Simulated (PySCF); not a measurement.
Ionisation energy of Br(2+) by level of theory

Br(2+) [Ar] 3d10 4s2 4p3 (4S) → Br(3+) [Ar] 3d10 4s2 4p2 (3P), as a difference of total energies. Computed with PySCF 2.14 in def2-TZVPPD (7s6p5d1f, 57 functions), with no relativity, point nucleus. Correlated levels: valence: [Ar] 3d10 frozen; valence and next inner shell: [Ne] frozen. The calculations carry no spin-orbit coupling.

```tsv
method	ionisation energy (eV)
UHF	34.588
LDA	35.261
PBE	35.076
PBE0	35.185
r2SCAN	35.398
B97-3	34.995
wB97M-V	34.916
LC-wPBE	35.237
r2SCAN0	35.405
MP2 (valence)	35.112
SCS-MP2 (valence)	34.957
MP2 (valence and next inner shell)	35.181
SCS-MP2 (valence and next inner shell)	35.002
```

How much does correlation contribute at MP2 (valence and next inner shell)?

35.181 − (34.588) = 0.593 eV, measured against UHF.

A first-order spin-orbit estimate (lowest level to lowest level, LS coupling) adds -0.390 eV.

These non-relativistic numbers lack the scalar-relativistic shift.

Errors of the correlated levels include the incompleteness of this basis and the frozen core.

For comparison: 34.871 ± 0.019 eV (measured; NIST Atomic Spectra Database, ionization energies).
